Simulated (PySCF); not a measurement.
Excitations are Tamm–Dancoff values on a coarser integration grid. The basis has no diffuse functions, so Rydberg states are missing or too high.

Cartesian coordinates (Å):
SMILES: NC1=C[SiH2]C=C1
```xyz
13

N      2.2176     0.0828     0.0477
C      0.8429    -0.0557     0.0213
C      0.1298    -1.2158     0.1432
Si    -1.6593    -0.7590     0.1298
C     -1.2952     1.0762    -0.0593
C      0.0473     1.1987    -0.0849
H      2.7673    -0.7581    -0.0943
H      2.6063     0.9105    -0.3925
H      0.6100    -2.1902     0.2242
H     -2.4253    -1.0656     1.3831
H     -2.4571    -1.3138    -1.0134
H     -1.9606     1.9357    -0.1306
H      0.5747     2.1562    -0.1723
```
Charge 0, multiplicity 1.

**Question.** Predict the S1 excitation (TDA), dipole moment and HOMO from PySCF with PBE-D3(BJ)/def2-TZVP.

**Answer.** 
```
Property                Value
-------------------  --------
S1 excitation (TDA)   3.65 eV
dipole moment          2.65 D
HOMO                 -4.88 eV
```
